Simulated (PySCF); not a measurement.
**Excitation energy of Tb by level of theory**

Tb [Xe] 4f9 6s2 (high-spin determinant) → Tb [Xe] 4f9 6s1 6p1 (high-spin determinant), as a difference of total energies. Computed with PySCF 2.14 in cc-pVDZ-X2C, with the spin-free X2C one-electron Hamiltonian (Gaussian nucleus). Correlated levels: valence: [Kr] 4d10 frozen. The calculations carry no spin-orbit coupling.

```
           method  excitation energy (cm⁻¹)
              UHF                    8435.1
    MP2 (valence)                     15618
SCS-MP2 (valence)                     16067
   CCSD (valence)                     14869
CCSD(T) (valence)                     15562
```

A first-order spin-orbit estimate (lowest level to lowest level, LS coupling) adds 0.062 eV.

The basis was made for the ground configuration and has no added diffuse functions, so the excitation energy can come out too high.

The determinant of the lower state and of the upper state mixes LS terms, which raises its energy above the lowest term, most at the Hartree-Fock and MP2 levels.
